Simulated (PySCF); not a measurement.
Exercise with solution: oscillator strength and radiative lifetime

C₄H₁₀N₂, SMILES C/N=C\CCN.

Coordinates come from a B3LYP-D3(BJ)/def2-SVP optimisation. The structure was generated by enumeration; whether it is a known compound was not checked. One conformer was computed; it need not be the lowest.

TDA-PBE/def2-SVPD run with PySCF puts the first singlet state with f over 0.02 at 4.38 eV (vertical), with the transition dipole (-0.395, 0.220, 0.054) in atomic units.

Find the oscillator strength, the wavelength and the radiative lifetime that this transition would have in vacuum if emission retraced absorption.


|μ|² = 0.2073 au, so |μ| = 1.16 D. ΔE = 4.38/27.211 = 0.1610 hartree. f = (2/3) ΔE |μ|² = 0.022 (the program prints 0.022).
λ = 1239.84/4.38 = 283 nm; ν = 35327 cm⁻¹.
Einstein's coefficient A = 0.6670 ν² f s⁻¹ (ν in cm⁻¹) = 1.9e7 s⁻¹, so τ = 1/A = 54 ns. This state is S1. The figure is the radiative limit of this one transition; relaxation, internal conversion, crossing to triplets and a medium change what is measured.
